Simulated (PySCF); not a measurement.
Where the electron goes

Compound: C₅H₆O₃.
Z-matrix (Å and degrees, GFN2-xTB geometry), rows numbered from 1:
```
O 
C   1  1.1969
C   2  1.4786  1  129.18
C   3  1.3329  2  108.48  1  -179.92
C   4  1.4961  3  130.32  2   179.93
O   5  1.4075  4  112.81  3  -136.36
C   4  1.5002  3  108.28  2     0.05
O   2  1.3585  1  123.19  3  -179.50
H   3  1.0720  2  122.38  1     0.13
H   5  1.0977  4  109.74  3   -11.45
H   5  1.0957  4  109.08  3   107.10
H   6  0.9639  5  109.31  4    66.51
H   7  1.0957  4  111.88  3  -118.65
H   7  1.0957  4  112.60  3   119.51
```

Computed with TDDFT PBE0/def2-SVPD, vertical, gas phase, core orbitals frozen in the response in PySCF 2.14.0, density-fitted response routines.

Frontier orbitals with the atoms that hold most of them (Löwdin shares over 4%, at most four atoms; ? is withheld):

```json
{"orbital": "HOMO-3", "ε (eV)": "-9.30", "atoms": "O8 27%, O6 23%, C4 13%, C3 9%"}
{"orbital": "HOMO-2", "ε (eV)": "-8.85", "atoms": "O6 39%, O8 21%, C5 8%, O1 6%"}
{"orbital": "HOMO-1", "ε (eV)": "-8.33", "atoms": "O1 24%, C3 23%, C4 19%, C7 8%"}
{"orbital": "HOMO", "ε (eV)": "-8.09", "atoms": "?"}
{"orbital": "LUMO", "ε (eV)": "-1.53", "atoms": "?"}
{"orbital": "LUMO+1", "ε (eV)": "0.09", "atoms": "O6 24%, H12 17%, C5 14%, C4 8%"}
{"orbital": "LUMO+2", "ε (eV)": "0.82", "atoms": "O6 18%, H11 12%, C3 10%, H12 9%"}
```

**Question.** Give the leading atoms of the LUMO.

**Answer.** C4 (bonded to 3 C) 28%; C3 (bonded to 2 C and H) 20%; C2 (bonded to C and 2 O) 13%; O1 (bonded to C) 12%. By element: carbon 61% or more, oxygen 12% or more.

**Question.** Which atoms hold the HOMO, and with what shares?

**Answer.** O1 (bonded to C) 66%; C2 (bonded to C and 2 O) 10%; C3 (bonded to 2 C and H) 8%; O8 (bonded to 2 C) 8%. By element: oxygen 74% or more, carbon 18% or more.

**Question.** How does S1 compare with the orbital gap of 6.55 eV?

**Answer.** S1 is at 4.84 eV (f = 0.0001), 1.71 eV below the gap, made of HOMO→LUMO (96%). Without the coupling terms of the response equations the lowest excitation would equal the gap.

**Question.** Give energy, strength and leading configuration of S1, S2 and S3, and follow the Löwdin shares of the leading atoms from the occupied to the empty orbital.

**Answer.** 
- S1 (4.84 eV, f 0.0001), HOMO→LUMO (96%): O1 66% → 12%, C2 10% → 13%, C4 at most 8% → 28%, C3 8% → 20%
- S2 (6.07 eV, f 0.029), HOMO-2→LUMO (85%): O6 39% → at most 12%, O8 21% → at most 12%, C4 at most 7% → 28%, C3 at most 7% → 20%
- S3 (6.20 eV, f 0.260), HOMO-1→LUMO (82%): O1 24% → 12%, C3 23% → 20%, C4 19% → 28%

One conformer stands for the species.
